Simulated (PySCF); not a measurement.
C₂H₇ClOSi, SMILES C[C@@H](O)[SiH2]Cl.

Coordinates come from a PBE-D3(BJ)/def2-SVP optimisation. The structure was generated by enumeration; whether it is a known compound was not checked. One conformer was computed; it need not be the lowest.

Calculation: PBE/def2-TZVP (PySCF).

Gas-phase values at a fixed geometry.

The total energy is -904.93308 hartree and the highest occupied level comes out as -6.15 eV. The lowest empty level is -0.79 eV. The orbital gap is 5.35 eV. The dipole moment comes out as 0.521 e·Å and the quadrupole, principal values (traceless, Buckingham form, about the centre of nuclear charge) is -5.38, 0.02, 5.36 D·Å. The mean static polarisability is 70.5 bohr³ (10.44 Å³) and the polarisability, principal values comes out as 61.1, 66.3, 84.1 bohr³.
